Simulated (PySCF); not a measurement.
Vertical excitations of a molecule C4H4OSe from PySCF with TDA-LC-ωPBE/def2-SVPD, as energy in eV (oscillator strength): 3.65 (0.001), 4.26 (0.001), 5.44 (0.022), 5.93 (0.067), 6.51 (0.001), 6.69 (0.007), 6.81 (0.047), 6.95 (0.044), 7.31 (0.009), 7.49 (0.084). Lowest triplet (TDA): 3.09 eV. Geometry: ωB97X-D3(BJ)/def2-SVP. Other conformers were not sampled.

Problem. Identify the compound among the candidates.
A. C=C=C1OC[Se]1
B. C=C=C[Se]C=O
C. O=C[C@@H]1C=C[Se]1
D. Oc1ccc[se]1

Solution. C, O=C[C@@H]1C=C[Se]1
